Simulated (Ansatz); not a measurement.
Total energies of `FC/C=C/[SiH3]`.

```xyz
12

F    -2.167   -1.434   -0.447
C    -1.851   -0.679    0.658
C    -0.526   -0.016    0.523
C     0.282   -0.121   -0.528
Si    1.924    0.737   -0.623
H    -2.640    0.071    0.794
H    -1.861   -1.338    1.535
H    -0.247    0.591    1.385
H    -0.053   -0.742   -1.356
H     1.974    1.664   -1.786
H     2.135    1.511    0.629
H     3.030   -0.245   -0.784
```

Charge 0, multiplicity 1. All single points use the PBE0-D4/def2-TZVP geometry. It is one conformer, not always the lowest. Basis def2-TZVPP, Ansatz.

RPA on PBE orbitals: Hartree–Fock energy of these orbitals -506.06194 Eh, correlation -1.44562 Eh (frozen core).

| functional | energy without D4 (Eh) | D4 term (kJ/mol) |
| --- | --- | --- |
| ωB97X-V | -507.81682 | – |
| B2PLYP | -507.64394 | – |

Q: Give the same for LDA (SPW92), PBE, revPBE, BLYP, r2SCAN, B97M-V, PBE0, B3LYP, r2SCANh, r2SCAN0, HSE06 (plane-wave form), BHLYP, CAM-B3LYP, LC-ωPBE, ωB97M-V, PBE-QIDH. (Estimate.)

A: The calculation gave: 
```tsv
functional	energy without D4 (Eh)	D4 term (kJ/mol)
LDA (SPW92)	-505.00668	–
PBE	-507.51613	-21.6
revPBE	-507.79726	-70.9
BLYP	-507.85576	-48.1
r2SCAN	-507.78600	-5.5
B97M-V	-507.82290	–
PBE0	-507.56322	-18.2
B3LYP	-507.96103	-34.6
r2SCANh	-507.77431	-5.8
r2SCAN0	-507.75797	-6.3
HSE06 (plane-wave form)	-507.54524	-16.8
BHLYP	-507.82036	-25.1
CAM-B3LYP	-507.84585	-18.3
LC-ωPBE	-507.70488	–
ωB97M-V	-507.81697	–
PBE-QIDH	-507.44806	–
```

B3LYP takes the VWN-RPA correlation (the form of Gaussian; ORCA's B3LYP/G). HSE06 is the plane-wave form, built on full-range PBE exchange. The double hybrids freeze the cores in their second-order part.

LC-ωPBE has ω = 0.4 bohr⁻¹.
